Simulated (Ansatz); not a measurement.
`[BH2][GaH][F]` + `[SiH3]O/C=C\Br` → `B/C=C/O[SiH3]` + `[F][GaH][Br]`  (redistribution)

Gas-phase electronic energies from Ansatz, PBE0-D4/def2-TZVP geometries. CBS: MP2 limit from def2 TZ/QZ plus the TZ coupled-cluster correction, frozen cores. Double bonds are as drawn, so ΔE can hold a change between cis and trans. Functionals use def2-TZVPP. B3LYP here is the variant with VWN-RPA as its local correlation; programs differ in this. For Br, Ga outer-core shells are correlated without core-valence functions, which leaves a few kJ/mol of doubt a bond. Scalar relativity is left out up to krypton. One conformer a species, not always the lowest.

```tsv
level	ΔE (kJ/mol)	difference from CCSD(T)/CBS
PBE-D4	-244.6	2.3
r2SCAN-D4	-258.4	-11.5
PBE0-D4	-251.4	-4.5
B3LYP-D4	-250.6	-3.7
ωB97X-V	-247.3	-0.4
ωB97M-V	-252.4	-5.5
B2PLYP	-255.6	-8.7
PBE	-245.8	1.1
r2SCAN	-258.7	-11.8
PBE0	-252.6	-5.7
B3LYP	-252.8	-5.9
HF/def2-TZVPP	-272.7	-25.8
MP2/def2-TZVPP	-256.1	-9.2
SCS-MP2/def2-TZVPP	-251.1	-4.2
CCSD/def2-TZVPP	-248.4	-1.5
CCSD(T)/def2-TZVPP	-248.0	-1.1
HF/def2-QZVPP	-272.6	-25.7
MP2/def2-QZVPP	-255.3	-8.4
SCS-MP2/def2-QZVPP	-251.0	-4.1
HF/CBS(def2)	-272.5	-25.6
MP2/CBS(def2)	-254.9	-8.0
CCSD/CBS(def2)	-247.3	-0.4
CCSD(T)/CBS	-246.9	0
```

Largest T1 diagnostic among the species: 0.014.

From PBE to PBE0 (25 % exact exchange), in def2-TZVPP and without D4, ΔE moves by −6.8 kJ/mol. In def2-TZVPP, CCSD(T) changes the Hartree–Fock value by +24.7 kJ/mol (the triples alone add +0.4 kJ/mol) and MP2 by +16.7 kJ/mol.
